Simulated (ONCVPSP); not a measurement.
Transferability test, ONCV potential for P (Z = 15)

ONCVPSP 4.0.1 input, shortened (lines: element, Z, core and valence counts, functional; n l f; lmax; l rc ep ncon nbas qcut; lloc lpopt rc5 dvloc0; l nproj debl; icmod fcfact rcfact), PBE, non-relativistic:

```
  P 15.00    3    2        4      upf
    1    0    2.00
    2    0    2.00
    2    1    6.00
    3    0    2.00
    3    1    3.00
    2
    0    1.65    0.00    5    8    4.10
    1    2.05    0.00    4    8    4.60
    2    1.90    0.21    5    8    6.00
    4    5    1.55    2.00
    0    2    0.60
    1    3    1.10
    2    3    2.80
    2    0.40    0.80
```

Energies are relative to the spin-unpolarised reference configuration 3s2 3p3; without spin polarisation the order of configurations can differ from experiment.

```json
{"valence configuration": "3s2 3p2", "charge": "+1", "ΔE all-electron (eV)": "9.742", "error AE − PS (meV)": "+0.8"}
{"valence configuration": "3s2 3p0", "charge": "+3", "ΔE all-electron (eV)": "58.651", "error AE − PS (meV)": "+45"}
{"valence configuration": "3s2 3p2.5", "charge": "+0.5", "ΔE all-electron (eV)": "3.781", "error AE − PS (meV)": "+0.1"}
```

(1) What are ΔE and the potential's error for 3s2 3p1?

## Answers

(1) ΔE = 28.901 eV all-electron; the error (AE − PS) is +9.6 meV.
